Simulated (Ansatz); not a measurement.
C$_{2}$H$_{4}$SSi, SMILES `C1=CS[SiH2]1`, relaxed with RKS PBE-D4/def2-SVP in Ansatz from a rough embedded geometry. The force threshold is 0.03 eV/Å; the program also tests the step.

The species carries charge 0 and has multiplicity 1.

Start:

```xyz
8

C     0.429   -0.696   -0.088
C     0.512   -0.019   -1.215
S    -0.462    1.389   -0.853
Si   -0.595    0.420    0.908
H     0.917   -1.706    0.178
H     1.063   -0.266   -2.151
H    -1.975   -0.164    1.172
H     0.110    1.041    2.049
```

Task: How much energy does the relaxation release, and in how many steps? (Estimate.)

Result: The calculation gave: 19.24 kcal/mol, in 5 steps.

Task: Which bonds change most? (An estimate is asked.)

Result: The calculation gave: S3–Si4 from 2.014 to 2.210 Å; C1–H5 from 1.152 to 1.098 Å; C2–S3 from 1.750 to 1.802 Å; C1–Si4 from 1.813 to 1.860 Å.

Task: Give the relaxed structure. (Estimate.)

Result: The calculation gave: 
```xyz
8

C     0.490   -0.807   -0.050
C     0.509   -0.035   -1.171
S    -0.449    1.480   -0.984
Si   -0.591    0.359    0.915
H     0.999   -1.772    0.076
H     1.023   -0.228   -2.131
H    -1.988   -0.077    1.256
H     0.007    1.081    2.090
```
